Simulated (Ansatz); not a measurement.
Ansatz (a quantum-chemistry and plane-wave program) input (CCSD(T)/def2-TZVPP):

Ansatz 0.2 input:
```yaml
crystal:
  periodic: [false, false, false]
  atoms:
    - {symbol: Si, position_ang: [-1.02045013, 0.20913649, -0.08488517]}
    - {symbol: F, position_ang: [-1.61315357, -0.38576751, 1.26857891]}
    - {symbol: F, position_ang: [-1.48255093, -0.77152057, -1.25186748]}
    - {symbol: Br, position_ang: [1.20421835, 0.21393377, 0.02965684]}
basis:
  gaussian:
    orbitals: def2-TZVPP
magnetization: {spin_polarized: true, initial_magnetization: 1}
correlation: {method: ccsd_t, electrons: outside_noble_gas}
```

Output:

```
Functional definition: HF
integrals: 0.59 GiB planned
993 factors; integrals over basis functions are off by at most 6.2e-4 eV
1.06 GiB of device memory are held for the factors and their scratch space
mean field: 0.88 GiB planned
mean field evaluation 1: about -83276.9996 eV, gradient 2.6e1 eV
mean field evaluation 2: about -83277.0061 eV, gradient 2.6e1 eV
mean field evaluation 4: about -83279.6896 eV, gradient 2.3e0 eV
mean field evaluation 8: about -83279.7860 eV, gradient 1.7e-1 eV
mean field evaluation 16: about -83279.7653 eV, gradient 8.1e-1 eV
mean field evaluation 32: about -83275.2479 eV, gradient 8.7e-3 eV
mean field -83279.78660288 eV, -3060.4757085889 hartree, gradient 5.0e-6 eV, S^2 0.755551; 0 other end points of the search recorded, 0 dependent functions left out
21 core orbitals not correlated
reference -83279.78660288 eV, -3060.4757085889 hartree; 13, 12 occupied and 118, 119 virtual orbitals, 993 factors
second order -20.34887343 eV of doubles, -0.00000000 eV of singles
coupled cluster: 5.20 GiB planned
cycle   1  -20.29958422 eV  change    4.9e-2 eV  update   9.6e-2
cycle   2  -20.70417862 eV  change   -4.0e-1 eV  update   2.9e-2
cycle   3  -20.80965769 eV  change   -1.1e-1 eV  update   1.6e-2
cycle   4  -20.79910777 eV  change    1.1e-2 eV  update   5.0e-3
cycle   5  -20.79550100 eV  change    3.6e-3 eV  update   2.4e-3
cycle   6  -20.79723291 eV  change   -1.7e-3 eV  update   1.0e-3
cycle   7  -20.79724746 eV  change   -1.5e-5 eV  update   4.3e-4
cycle   8  -20.79727910 eV  change   -3.2e-5 eV  update   1.6e-4
cycle   9  -20.79734166 eV  change   -6.3e-5 eV  update   6.5e-5
cycle  10  -20.79729491 eV  change    4.7e-5 eV  update   3.1e-5
cycle  11  -20.79731731 eV  change   -2.2e-5 eV  update   1.4e-5
perturbative correction -0.69255139 eV, -0.0254507942 hartree
Total energy: -83301.27647158 eV, -3061.2654466974 hartree
```

It need not be the lowest isomer of its formula.
